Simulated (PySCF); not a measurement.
**Level sweep**

Compound: C₅H₄F₂.
SMILES: `FC1=CCC=C1F`

PySCF, dipoles from the SCF density, polarisabilities from static response with core orbitals frozen. Geometry: PBE0-D3(BJ)/def2-SVP; no solvent, vibrations or thermal averaging.

The anisotropy is √(½[(α1 − α2)² + (α2 − α3)² + (α3 − α1)²]).

| level | μ (D) | α (Å³) | anisotropy (Å³) |
| --- | --- | --- | --- |
| LDA/def2-SVPD | 2.753 | 8.75 | 4.09 |
| PBE/def2-SVPD | 2.598 | 8.70 | 4.11 |
| B3LYP/def2-SVPD | 2.798 | 8.48 | 3.93 |
| PBE0/def2-SVPD | 2.792 | 8.39 | 3.87 |
| BHandHLYP/def2-SVPD | 2.987 | 8.20 | 3.72 |
| CAM-B3LYP/def2-SVPD | 2.898 | 8.36 | 3.84 |
| wB97X-D/def2-SVPD | 2.834 | 8.37 | 3.77 |
| LC-wPBE/def2-SVPD | 2.880 | 8.19 | 3.77 |
| HF/def2-SVPD | 3.092 | 7.98 | 3.49 |
| PBE0/6-31G* | 2.304 | 6.92 | 4.63 |
| PBE0/def2-SVP | 2.503 | 7.15 | 4.19 |
| PBE0/6-31+G* | 2.850 | 8.09 | 3.93 |
| PBE0/aug-cc-pVDZ | 2.703 | 8.59 | 3.88 |
| PBE0/def2-TZVP | 2.578 | 8.15 | 4.04 |

The dipole runs from 2.30 D (PBE0/6-31G*) to 3.09 D (HF/def2-SVPD). No reference polarisability is at hand; against PBE0 in the largest diffuse basis at hand (aug-cc-pVDZ) the other PBE0 rows deviate by 6-31G* -19%, def2-SVP -17%, 6-31+G* -6%, def2-SVPD -2%, def2-TZVP -5%. In one basis (def2-SVPD) the functionals order the polarisability from HF (lowest) to LDA (highest), a spread of 10%. With PBE0 the polarisability is 7.41 Å³ without diffuse functions (mean of 6-31G*, def2-SVP and def2-TZVP) and 8.35 Å³ with them (mean of 6-31+G*, def2-SVPD and aug-cc-pVDZ).
